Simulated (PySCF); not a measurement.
Computed IR spectrum (relative IR intensity) of a molecule C4H2BrF. Geometry optimised at B3LYP-D3(BJ)/def2-SVP. The values are those of a single conformer. These are B3LYP-D3(BJ)/def2-SVP run with PySCF values and carry that method's errors. Frequencies are harmonic and unscaled.

Lines under 2 % of the strongest are left out, and lines within 2 cm⁻¹ are merged.

```json
[
 {"ν (cm⁻¹)": "254", "relative intensity": "3.4"},
 {"ν (cm⁻¹)": "277", "relative intensity": "3.1"},
 {"ν (cm⁻¹)": "595", "relative intensity": "3.1"},
 {"ν (cm⁻¹)": "682", "relative intensity": "26"},
 {"ν (cm⁻¹)": "722", "relative intensity": "2.1"},
 {"ν (cm⁻¹)": "736", "relative intensity": "25"},
 {"ν (cm⁻¹)": "804", "relative intensity": "31"},
 {"ν (cm⁻¹)": "891", "relative intensity": "52"},
 {"ν (cm⁻¹)": "1165", "relative intensity": "100"},
 {"ν (cm⁻¹)": "1313", "relative intensity": "46"},
 {"ν (cm⁻¹)": "1677", "relative intensity": "16"},
 {"ν (cm⁻¹)": "2223", "relative intensity": "11"},
 {"ν (cm⁻¹)": "3231", "relative intensity": "12"},
 {"ν (cm⁻¹)": "3468", "relative intensity": "66"}
]
```

**Question.** Identify the compound among the candidates.
A. C#C/C(F)=C\Br
B. C#C/C=C(\F)Br
C. C#C/C(Br)=C\F

**Answer.** A, C#C/C(F)=C\Br
